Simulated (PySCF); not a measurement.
## 3-chlorothioanisole (C1(Cl)=CC(SC)=CC=C1, C$_{7}$H$_{7}$ClS)

Molfile (atoms numbered from 1):
```
C7H7ClS
     RDKit          3D

 16 16  0  0  0  0  0  0  0  0999 V2000
   -2.6957   -1.1159   -0.5410 C   0  0  0  0  0  0  0  0  0  0  0  0
   -1.8754    0.4756   -0.6971 S   0  0  0  0  0  0  0  0  0  0  0  0
   -0.2211    0.1241   -0.2115 C   0  0  0  0  0  0  0  0  0  0  0  0
    0.6820    1.1997   -0.2259 C   0  0  0  0  0  0  0  0  0  0  0  0
    2.0062    1.0044    0.1438 C   0  0  0  0  0  0  0  0  0  0  0  0
    2.4646   -0.2541    0.5347 C   0  0  0  0  0  0  0  0  0  0  0  0
    1.5618   -1.3124    0.5454 C   0  0  0  0  0  0  0  0  0  0  0  0
    2.0974   -2.8904    1.0262 Cl  0  0  0  0  0  0  0  0  0  0  0  0
    0.2271   -1.1419    0.1784 C   0  0  0  0  0  0  0  0  0  0  0  0
   -3.7396   -0.9397   -0.8339 H   0  0  0  0  0  0  0  0  0  0  0  0
   -2.6783   -1.4846    0.4952 H   0  0  0  0  0  0  0  0  0  0  0  0
   -2.2624   -1.8673   -1.2174 H   0  0  0  0  0  0  0  0  0  0  0  0
    0.3367    2.1908   -0.5293 H   0  0  0  0  0  0  0  0  0  0  0  0
    2.6997    1.8486    0.1289 H   0  0  0  0  0  0  0  0  0  0  0  0
    3.5023   -0.4176    0.8270 H   0  0  0  0  0  0  0  0  0  0  0  0
   -0.4368   -2.0048    0.2047 H   0  0  0  0  0  0  0  0  0  0  0  0
  1  2  1  0
  2  3  1  0
  3  4  2  0
  4  5  1  0
  5  6  2  0
  6  7  1  0
  7  8  1  0
  7  9  2  0
  9  3  1  0
  1 10  1  0
  1 11  1  0
  1 12  1  0
  4 13  1  0
  5 14  1  0
  6 15  1  0
  9 16  1  0
M  END
```

Method used: quadratic response CAM-B3LYP/aug-cc-pVDZ first hyperpolarisability, Taylor convention, gas phase (PySCF 2.14.0). Geometry: PBE0-D3(BJ)/def2-SVP.

Q: Give the tensor of the second harmonic β(−2ω;ω,ω) at 1064 nm in the axes of these coordinates.

A: In au, Taylor convention; rows are the first index (the induced dipole):
|  | xx | yy | zz | xy | xz | yz |
| --- | --- | --- | --- | --- | --- | --- |
| x | -500.6 | +89.8 | -13.6 | +11.5 | -137.0 | +0.4 |
| y | +13.9 | -131.3 | -51.3 | +81.5 | +2.5 | +27.1 |
| z | -137.1 | +29.3 | +41.0 | +1.9 | -15.9 | -51.4 |

Norm of βᵢ = ⅓ Σⱼ (βᵢⱼⱼ + βⱼᵢⱼ + βⱼⱼᵢ): 468.9 au, hyper-Rayleigh value 225.1 au.
